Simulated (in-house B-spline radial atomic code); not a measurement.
Orbital energies and mean radii along the 10-electron series, configuration [He] 2s2 2p6. The effective charge is n√(-2ε), a non-relativistic measure. Computed with an all-electron radial atomic-structure program (B-spline basis): Dirac-Hartree-Fock, average of the configuration, finite nuclei.

| ion | Z | energy of 1s1/2 (Eh) | mean radius of 1s1/2 (bohr) | energy of 2s1/2 (Eh) | mean radius of 2s1/2 (bohr) | effective charge of 1s1/2 |
| --- | --- | --- | --- | --- | --- | --- |
| As23+ | 33 | -477.75 | 0.045442 | -94.058 | 0.19803 | 30.911 |
| Se24+ | 34 | -509.73 | 0.044029 | -101.24 | 0.19132 | 31.929 |
| Br25+ | 35 | -542.8 | 0.042696 | -108.7 | 0.18504 | 32.948 |
| Kr26+ | 36 | -576.97 | 0.041436 | -116.43 | 0.17913 | 33.97 |
| Rb27+ | 37 | -612.24 | 0.040244 | -124.45 | 0.17356 | 34.993 |
| Sr28+ | 38 | -648.62 | 0.039114 | -132.74 | 0.16831 | 36.017 |
| Zr30+ | 40 | ? | ? | ? | ? | ? |
| Nb31+ | 41 | -764.5 | 0.03605 | -159.34 | 0.15419 | 39.102 |
| Mo32+ | 42 | ? | ? | ? | ? | ? |
| Tc33+ | 43 | -847.43 | 0.03424 | -178.51 | 0.14592 | 41.169 |
| Ru34+ | 44 | -890.63 | 0.033396 | -188.54 | 0.14209 | 42.205 |
| Rh35+ | 45 | -934.99 | 0.032588 | -198.87 | 0.13843 | 43.243 |
| Pd36+ | 46 | -980.52 | 0.031814 | -209.49 | 0.13494 | 44.284 |
| Ag37+ | 47 | -1027.24 | 0.031073 | -220.42 | 0.1316 | 45.326 |
| Cd38+ | 48 | -1075.14 | 0.030361 | -231.66 | 0.1284 | 46.371 |
| In39+ | 49 | ? | ? | ? | ? | ? |
| Sn40+ | 50 | -1174.57 | 0.02902 | -255.06 | 0.1224 | 48.468 |
| Sb41+ | 51 | -1226.11 | 0.028387 | -267.23 | 0.11958 | 49.52 |
| Te42+ | 52 | -1278.88 | 0.027778 | -279.72 | 0.11688 | 50.574 |
| I43+ | 53 | -1332.9 | 0.027191 | -292.53 | 0.11427 | 51.631 |
| Xe44+ | 54 | -1388.18 | 0.026624 | -305.67 | 0.11176 | 52.691 |
| Cs45+ | 55 | -1444.72 | 0.026077 | -319.13 | 0.10935 | 53.754 |

Fill in the row of Zr30+.

energy of 1s1/2 (Eh): -724.75; mean radius of 1s1/2 (bohr): 0.037021; energy of 2s1/2 (Eh): -150.18; mean radius of 2s1/2 (bohr): 0.15864; effective charge of 1s1/2: 38.072.

Fill in the row of Mo32+.

energy of 1s1/2 (Eh): -805.39; mean radius of 1s1/2 (bohr): 0.035124; energy of 2s1/2 (Eh): -168.78; mean radius of 2s1/2 (bohr): 0.14995; effective charge of 1s1/2: 40.135.

Fill in the row of In39+.

energy of 1s1/2 (Eh): -1124.25; mean radius of 1s1/2 (bohr): 0.029677; energy of 2s1/2 (Eh): -243.2; mean radius of 2s1/2 (bohr): 0.12534; effective charge of 1s1/2: 47.418.

How does the screening of 1s1/2 change?

Z less the effective charge goes from 2.09 at Z = 33 to 1.25 at Z = 55.
